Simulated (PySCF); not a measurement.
CH5BO2, singlet, geometry from GFN2-xTB; PySCF with PBE0/6-31G, TDA.

PySCF was given this input:
```python
from pyscf import gto, scf, dft, tdscf

mol = gto.Mole()
mol.atom = '''
    B     0.08513893    0.07479530    0.00422111
    C    -1.16611060   -0.92832764   -0.09116728
    H    -0.89152523   -1.84347027   -0.61260839
    H    -2.01628096   -0.49853093   -0.61526548
    H    -1.50844394   -1.22107957    0.89962718
    O     0.07994256    1.31320768   -0.53870822
    H    -0.72135408    1.56918485   -0.99123148
    O     1.22853741   -0.27134266    0.64098241
    H     1.24073354   -1.14503492    1.02718277
'''
mol.basis = '6-31g'
mol.verbose = 4
mol.build()

mf = dft.RKS(mol)
mf.xc = 'pbe0'
mf.kernel()
td = mf.TDA()
td.nstates = 5
td.kernel()
td.analyze()
```

Output, abridged:

```
PySCF version 2.14.0

[INPUT] verbose = 4
[INPUT] num. atoms = 9
[INPUT] num. electrons = 32
[INPUT] charge = 0
[INPUT] spin (= nelec alpha-beta = 2S) = 0
[INPUT] symmetry False subgroup None
[INPUT] Mole.unit = angstrom
[INPUT] Symbol           X                Y                Z      unit          X                Y                Z       unit  Magmom
[INPUT]  1 B      0.085138930000   0.074795300000   0.004221110000 AA    0.160889260239   0.141342632405   0.007976741842 Bohr   0.0
[INPUT]  2 C     -1.166110600000  -0.928327640000  -0.091167280000 AA   -2.203629664952  -1.754284993464  -0.172281190722 Bohr   0.0
[INPUT]  3 H     -0.891525230000  -1.843470270000  -0.612608390000 AA   -1.684738517840  -3.483653929078  -1.157662078711 Bohr   0.0
[INPUT]  4 H     -2.016280960000  -0.498530930000  -0.615265480000 AA   -3.810218804575  -0.942086922325  -1.162683251099 Bohr   0.0
[INPUT]  5 H     -1.508443940000  -1.221079570000   0.899627180000 AA   -2.850545920860  -2.307505963602   1.700048984415 Bohr   0.0
[INPUT]  6 O      0.079942560000   1.313207680000  -0.538708220000 AA    0.151069544097   2.481602859875  -1.018010996852 Bohr   0.0
[INPUT]  7 H     -0.721354080000   1.569184850000  -0.991231480000 AA   -1.363161650038   2.965329605317  -1.873156023247 Bohr   0.0
[INPUT]  8 O      1.228537410000  -0.271342660000   0.640982410000 AA    2.321599238682  -0.512763313311   1.211281205564 Bohr   0.0
[INPUT]  9 H      1.240733540000  -1.145034920000   1.027182770000 AA    2.344646584162  -2.163802401863   1.941094115172 Bohr   0.0

nuclear repulsion = 114.759585343114
number of shells = 30
number of NR pGTOs = 108
number of NR cGTOs = 46
basis = 6-31g
ecp = {}

******** <class 'pyscf.dft.rks.RKS'> ********
method = RKS
initial guess = minao
damping factor = 0
level_shift factor = 0
DIIS = <class 'pyscf.scf.diis.CDIIS'>
diis_start_cycle = 1
diis_space = 8
diis_damp = 0
SCF conv_tol = 1e-09
SCF conv_tol_grad = None
SCF max_cycles = 50
direct_scf = True
direct_scf_tol = 1e-13
XC library pyscf.dft.libxc version 7.1.2
    S. Lehtola, C. Steigemann, M. J. T. Oliveira, and M. A. L. Marques,  SoftwareX 7, 1–5 (2018)
XC functionals = pbe0
    C. Adamo and V. Barone,  J. Chem. Phys. 110, 6158 (1999)
    M. Ernzerhof and G. E. Scuseria,  J. Chem. Phys. 110, 5029 (1999)
radial grids:
    Treutler-Ahlrichs [JCP 102, 346 (1995); DOI:10.1063/1.469408] (M4) radial grids

becke partition: Becke, JCP 88, 2547 (1988); DOI:10.1063/1.454033
pruning grids: <function nwchem_prune>
grids dens level: 3
symmetrized grids: False
atomic radii adjust function: <function treutler_atomic_radii_adjust>
small_rho_cutoff = 0
Set gradient conv threshold to 3.16228e-05
Initial guess from minao.
tot grids = 105368
init E= -216.561250804812
  HOMO = -0.394008635806456  LUMO = -0.0192655804929023  gap/eV = 10.19728
cycle= 1 E= -216.04941451071  delta_E= 0.512  |g|= 0.867  |ddm|= 2.62
  HOMO = -0.15991491738956  LUMO = 0.0960100273276028  gap/eV = 6.96407
cycle= 2 E= -215.923772308024  delta_E= 0.126  |g|= 1.21  |ddm|= 1.68
  HOMO = -0.303158535481488  LUMO = 0.0663912430115356  gap/eV = 10.05596
cycle= 3 E= -216.200538236306  delta_E= -0.277  |g|= 0.0849  |ddm|= 1.03
  HOMO = -0.313233216301653  LUMO = 0.0651476655363996  gap/eV = 10.29627
cycle= 4 E= -216.202201782954  delta_E= -0.00166  |g|= 0.0267  |ddm|= 0.0938
  HOMO = -0.311025549547797  LUMO = 0.0664387984453632  gap/eV = 10.27133
cycle= 5 E= -216.202380546012  delta_E= -0.000179  |g|= 0.00323  |ddm|= 0.0235
  HOMO = -0.310686480659844  LUMO = 0.0671186139161047  gap/eV = 10.28060
cycle= 6 E= -216.202383534808  delta_E= -2.99e-06  |g|= 0.000794  |ddm|= 0.00427
  HOMO = -0.310758563476001  LUMO = 0.0670524807102371  gap/eV = 10.28076
cycle= 7 E= -216.202383617294  delta_E= -8.25e-08  |g|= 0.000521  |ddm|= 0.000955
  HOMO = -0.310784254532134  LUMO = 0.0670234150774375  gap/eV = 10.28067
cycle= 8 E= -216.202383669093  delta_E= -5.18e-08  |g|= 2.82e-05  |ddm|= 0.000407
  HOMO = -0.310784256231577  LUMO = 0.067025315693366  gap/eV = 10.28072
cycle= 9 E= -216.20238366934  delta_E= -2.48e-10  |g|= 1.8e-06  |ddm|= 4.31e-05
  HOMO = -0.31078413725492  LUMO = 0.0670255048635282  gap/eV = 10.28072
Extra cycle  E= -216.202383669342  delta_E= -1.14e-12  |g|= 9.31e-07  |ddm|= 4.45e-06
converged SCF energy = -216.202383669342

******** <class 'pyscf.tdscf.rks.TDA'> for <class 'pyscf.dft.rks.RKS'> ********
nstates = 5 singlet
deg_eia_thresh = 1.000e-03
wfnsym = None
conv_tol = 1e-05
eigh lindep = 1e-12
eigh level_shift = 0
eigh max_cycle = 100

Excitation energies (eV)
[8.3796356  8.82343374 8.91242282 9.68645581 9.86063155]

** Singlet excitation energies and oscillator strengths **
Excited State   1:      8.37964 eV    147.96 nm  f=0.0038
      16 -> 17        0.66768
      16 -> 18        0.21858
Excited State   2:      8.82343 eV    140.52 nm  f=0.0307
      16 -> 17       -0.21811
      16 -> 18        0.66605
Excited State   3:      8.91242 eV    139.11 nm  f=0.0000
      15 -> 17        0.23017
      15 -> 18       -0.65390
Excited State   4:      9.68646 eV    128.00 nm  f=0.0864
      14 -> 17       -0.11980
      14 -> 18        0.29152
      15 -> 17        0.43513
      15 -> 18        0.15277
      16 -> 19       -0.41371
Excited State   5:      9.86063 eV    125.74 nm  f=0.0012
      14 -> 17        0.66081
      14 -> 18        0.22886

** Transition electric dipole moments (AU) **
state          X           Y           Z        Dip. S.      Osc.
  1         0.0527     -0.0482     -0.1155      0.0184      0.0038
  2        -0.3043     -0.2196     -0.0344      0.1420      0.0307
  3         0.0003      0.0000      0.0129      0.0002      0.0000
  4         0.3041     -0.4188      0.3100      0.3640      0.0864
  5        -0.0124      0.0094      0.0701      0.0052      0.0012

** Transition velocity dipole moments (imaginary part, AU) **
state          X           Y           Z        Dip. S.      Osc.
  1        -0.0024      0.0042      0.0080      0.0001      0.0002
  2        -0.1222     -0.0907     -0.0119      0.0233      0.0479
  3         0.0016     -0.0010     -0.0020      0.0000      0.0000
  4         0.0579     -0.0611      0.0509      0.0097      0.0181
  5        -0.0029      0.0031      0.0142      0.0002      0.0004

** Transition magnetic dipole moments (imaginary part, AU) **
state          X           Y           Z
  1        -0.5943      0.7948     -0.5990
  2         0.0058     -0.0008     -0.0454
  3         0.4417      0.3626      0.0365
  4        -0.4487      0.4373      1.0200
  5         0.3901      0.2016      0.0962
```
